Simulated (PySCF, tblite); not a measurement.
Isomers of [C7H14P]+ (charge +1), one GFN2-xTB conformer each. Single-point energies are computed at PBE0/pcSseg-1 (PySCF, gas phase, no added dispersion term), electronic only.

| SMILES | GFN2-xTB relative energy (kJ/mol) |
| --- | --- |
| C#CC[P@@H+](C)CCC | 52.3 |
| C=C(C)[P@H+](C)/C=C\C | 9.4 |
| C/C=C\[P@H+](C)C1CC1 | 0.0 |
| C#CC[PH2+]CCCC | 91.1 |

Conformers: `[CH:1]#[C:2][CH2:3][P@@H+:4]([CH3:5])[CH2:6][CH2:7][CH3:8]` (charge +1) with C2–C3–P4–C5 176°, C3–P4–C6–C7 -177°, P4–C6–C7–C8 -56°; `[CH2:1]=[C:2]([CH3:3])[P@H+:4]([CH3:5])/[CH:6]=[CH:7]\[CH3:8]` (charge +1) with C1–C2–P4–C5 113°, C2–P4–C6–C7 -70°; `[CH3:1]/[CH:2]=[CH:3]\[P@H+:4]([CH3:5])[CH:6]1[CH2:7][CH2:8]1` (charge +1) with C2–C3–P4–C5 -79°, C3–P4–C6–C7 -82°; `[CH:1]#[C:2][CH2:3][PH2+:4][CH2:5][CH2:6][CH2:7][CH3:8]` (charge +1) with C2–C3–P4–C5 -179°, C3–P4–C5–C6 -162°, P4–C5–C6–C7 -54°, C5–C6–C7–C8 -177°.

What does PBE0/pcSseg-1 give for the same structures?

| SMILES | PBE0/pcSseg-1 E (Eh) | PBE0/pcSseg-1 (kJ/mol) | GFN2-xTB (kJ/mol) | point group |
| --- | --- | --- | --- | --- |
| C=C(C)[P@H+](C)/C=C\C | -615.73496 | 0.0 | 9.4 | C1 |
| C/C=C\[P@H+](C)C1CC1 | -615.73053 | 11.6 | 0.0 | C1 |
| C#CC[P@@H+](C)CCC | -615.70451 | 80.0 | 52.3 | C1 |
| C#CC[PH2+]CCCC | -615.68086 | 142.0 | 91.1 | C1 |

GFN2-xTB puts C/C=C\[P@H+](C)C1CC1 lowest instead; measured from each level's own lowest isomer, the values differ by up to 50.9 kJ/mol (C#CC[PH2+]CCCC: 91.1 against 142.0). Neighbours under 21 kJ/mol apart (C=C(C)[P@H+](C)/C=C\C and C/C=C\[P@H+](C)C1CC1) can change places with a better method, another conformer or zero-point energy.

Which frontier levels and rotational constants go with these structures?

```
               SMILES  HOMO (eV, PBE0/pcSseg-1)  LUMO (eV)       A, B, C (MHz)
C=C(C)[P@H+](C)/C=C\C                    -12.27      -5.30   2141, 1289, 966.4
 C/C=C\[P@H+](C)C1CC1                    -12.27      -5.15  2995, 985.9, 847.1
    C#CC[P@@H+](C)CCC                    -12.04      -3.95   2306, 1070, 828.7
       C#CC[PH2+]CCCC                    -12.14      -4.43  4651, 612.3, 558.6
```

What happens when harmonic zero-point energies from GFN2-xTB frequencies are added?

| SMILES | ZPE (kJ/mol) | electronic (kJ/mol) | with ZPE (kJ/mol) |
| --- | --- | --- | --- |
| C=C(C)[P@H+](C)/C=C\C | 483.4 | 0.0 | 0.0 |
| C/C=C\[P@H+](C)C1CC1 | 488.3 | 11.6 | 16.5 |
| C#CC[P@@H+](C)CCC | 484.6 | 80.0 | 81.2 |
| C#CC[PH2+]CCCC | 484.7 | 142.0 | 143.3 |

The zero-point energies span 4.9 kJ/mol. The order is unchanged.

As an exercise, what shares would exp(−E/RT) give at 1000 K from these electronic energies alone (no entropy, no degeneracies)?

RT = 8.314 kJ/mol: C=C(C)[P@H+](C)/C=C\C 80.2 %, C/C=C\[P@H+](C)C1CC1 19.8 %, C#CC[P@@H+](C)CCC under 0.1 %, C#CC[PH2+]CCCC under 0.1 %.
